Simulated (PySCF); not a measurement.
Species: C4H7NSi.
InChI=1S/C4H7NSi/c1-4-6(3)5-2/h1,6H,2H2,3H3/t6-/m1/s1

The calculation used TDDFT wB97X-D/def2-SVPD, vertical, gas phase, core orbitals frozen in the response (PySCF 2.14.0, density-fitted response routines). Isolated species at its PBE0-D3(BJ)/def2-SVP geometry (one conformer only). Torsions of this conformer, `[CH:1]#[C:2][Si@@H:3]([CH3:4])[N:5]=[CH2:6]`: C2–Si3–N5–C6 118°.

Broadening: Gaussians 0.5 eV wide at half height, area fixed by f = 4.319×10⁻⁹ ∫ε dν̃. The width is an assumption, not a result. The curve ends short of the highest state used, and states not computed would add to its high-energy end.

```
E (eV)  ε (L mol⁻¹ cm⁻¹)
  3.39                 0
  3.47                 0
  3.56                 0
  3.64                 1
  3.73                 2
  3.81                 3
  3.89                 5
  3.98                 8
  4.06                10
  4.15                11
  4.23                10
  4.31                 8
  4.40                 5
  4.48                 3
  4.57                 1
  4.65                 1
  4.73                 0
  4.82                 0
  4.90                 0
  4.99                 0
  5.07                 0
  5.15                 0
  5.24                 0
  5.32                 0
  5.40                 2
  5.49                 5
  5.57                11
  5.66                25
  5.74                47
  5.82                82
  5.91               140
  5.99               209
  6.08               307
  6.16               412
  6.24               542
  6.33               751
```

Question: Locate the maxima and give the states behind the curve.

Answer: 299 nm (4.14 eV), ε about 11, made up of S1 (100%) (ε in L mol⁻¹ cm⁻¹; maxima over ε = 5, shares over 10%). At its high-energy end, 6.33 eV, the curve is still rising (ε about 750, from S3 and S5). The states used: S1 4.14 eV (f 0.0002); S2 5.98 eV (f 0.0011); S3 6.27 eV (f 0.0055); S4 6.31 eV (f 0.0008); S5 6.70 eV (f 0.032); S6 6.93 eV (f 0.015).

Question: What would ε be at 4.14 eV, the highest of these maxima, with half the width (0.25 eV)?

Answer: About 21.6 L mol⁻¹ cm⁻¹ against 10.8, a factor of about 2.00; a lone state at its own centre would give exactly 2.

Question: On this curve, what absorbance would a 10⁻⁵ mol/L sample give at 222 nm over a 1 cm path?

Answer: 222 nm is 5.585 eV, where ε is about 13 L mol⁻¹ cm⁻¹, so A = ε c l ≈ 0.00013 (Beer–Lambert, with the gas-phase spectrum and the assumed width).

Question: Coming from long wavelengths, where does ε first pass 100 L mol⁻¹ cm⁻¹?

Answer: At about 212 nm (5.85 eV), 1.71 eV above S1.
